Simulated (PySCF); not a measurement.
ClCuH2O, multiplicity 1.

```xyz
5

Cu     0.2671     0.0224     0.0000
Cl    -1.8210    -0.0227     0.0000
O      2.2373     0.0514     0.0000
H      2.6562    -0.3380     0.7775
H      2.6562    -0.3380    -0.7775
```
Charge 0, spin multiplicity 1.

The structure is a stationary point at B3LYP-D3(BJ)/def2-TZVP. The multiplicity is an assumed one; other spin states were not compared.

The numbers are results of PySCF with HF/pcSseg-2, not measurements. Non-relativistic, no solvent.

Give the absolute GIAO shielding of each atom: isotropic value and principal components (ppm). (Estimate from the structure and the level; the computed values follow.)


| atom | σ(iso) | σ11 | σ22 | σ33 | span |
|---|---|---|---|---|---|
| Cu1 | 1375.0 | 844.0 | 871.3 | 2409.7 | 1565.7 |
| Cl2 | 1205.3 | 1155.0 | 1225.1 | 1235.9 | 80.8 |
| O3 | 355.3 | 317.2 | 339.4 | 409.3 | 92.1 |
| H4 | 28.7 | 18.4 | 22.7 | 44.9 | 26.5 |
| H5 | 28.7 | 18.4 | 22.7 | 44.9 | 26.5 |
